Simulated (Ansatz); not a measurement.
This geometry of BrH + ClFH3O3Ta (11 atoms, charge 0, multiplicity 1) is a first-order saddle point.

Computed with RHF/def2-SVP in Ansatz.

```xyz
11
Properties=species:S:1:pos:R:3
Ta -0.464 -0.184 -0.043
F 1.619 -0.466 -0.312
O 0.065 0.467 1.620
H 0.550 1.153 2.055
O -0.449 0.117 -1.881
H -0.138 0.710 -2.549
Cl -2.641 0.638 0.213
O -0.772 -1.989 0.158
H -0.905 -2.717 0.747
Br 1.762 2.288 -0.616
H 1.958 0.603 -0.472
```

Problem. Which two structures does it join? (They come from a converged band through this point; their orientation in space is the band's.)

Solution. Bonds broken: Br10–H11. Bonds formed: Ta1–Br10, F2–H11. BrH + ClFH3O3Ta becomes BrClFH4O3Ta.

Image 0:

```xyz
11
Properties=species:S:1:pos:R:3
Ta -0.556 -0.121 0.024
F 1.282 0.215 -0.320
O -0.515 0.989 1.525
H -1.002 1.361 2.243
O -1.033 0.578 -1.641
H -1.735 0.780 -2.239
Cl -2.904 -0.552 0.463
O -0.224 -1.951 0.207
H -0.598 -2.800 0.379
Br 4.589 1.291 -0.995
H 3.281 0.829 -0.724
```

Image 10:

```xyz
11
Properties=species:S:1:pos:R:3
Ta -0.517 0.094 -0.073
F 1.850 -0.574 -0.418
O 0.095 0.311 1.705
H 0.570 0.913 2.255
O -0.522 0.099 -1.951
H -0.272 0.549 -2.741
Cl -2.688 0.827 0.257
O -0.665 -1.761 0.100
H -0.477 -2.407 0.764
Br 0.914 2.352 -0.429
H 2.297 0.215 -0.546
```

Problem. How far does it lie above each of them?

Solution. 20.4 kcal/mol above the first and 12.0 kcal/mol above the second. This is the barrier of this one path; another mechanism may lie lower. The orbitals stay closed-shell, which can raise the energy where a bond breaks towards radicals; this wasn't checked here.

Time of the run: 14 min on 4 threads of Arm Neoverse V2, on a shared host, peak memory 0.55 GiB.
